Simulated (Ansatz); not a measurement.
C2H7AlSi, SMILES `C=C[SiH2][AlH2]` at its PBE0-D4/def2-TZVP geometry, where that method's forces vanish. The species carries charge 0 and has multiplicity 1.

```tsv
atom	x (Å)	y (Å)	z (Å)
C1	1.1034	1.8576	-0.4420
C2	-0.0034	1.2328	-0.0477
Si3	-0.5225	-0.4514	-0.6635
Al4	-0.5248	-2.1099	1.1549
H5	1.7669	1.4293	-1.1883
H6	1.3936	2.8255	-0.0424
H7	-0.6235	1.7184	0.7052
H8	0.3877	-0.8357	-1.7817
H9	-1.9067	-0.3681	-1.2262
H10	-0.9792	-1.6771	2.6170
H11	-0.0915	-3.6213	0.9148
```

Problem. For each bond, give half the difference of the two atoms' forces along it (eV/Å; positive pushes the atoms apart) under PBE-D4, r2SCAN-D4, B3LYP-D4, ωB97M-V in def2-TZVPP. (Estimate.)

Solution. Computed: 
| bond | length (Å) | PBE-D4 | r2SCAN-D4 | B3LYP-D4 | ωB97M-V |
| --- | --- | --- | --- | --- | --- |
| C1–C2 | 1.331 | 0.38 | 0.22 | 0.12 | -0.01 |
| C1–H5 | 1.087 | 0.02 | -0.06 | -0.07 | -0.04 |
| C1–H6 | 1.087 | 0.02 | -0.07 | -0.09 | -0.06 |
| C2–Si3 | 1.867 | -0.12 | -0.06 | 0.07 | 0.13 |
| C2–H7 | 1.090 | 0.05 | -0.04 | -0.08 | -0.07 |
| Si3–Al4 | 2.461 | -0.09 | 0.01 | 0.07 | 0.02 |
| Si3–H8 | 1.492 | 0.10 | -0.02 | -0.08 | -0.11 |
| Si3–H9 | 1.497 | 0.10 | 0.00 | -0.09 | -0.12 |
| Al4–H10 | 1.591 | 0.07 | -0.02 | -0.07 | -0.09 |
| Al4–H11 | 1.591 | 0.07 | -0.03 | -0.08 | -0.11 |

B3LYP here is the variant with VWN-RPA as its local correlation; programs differ in this.
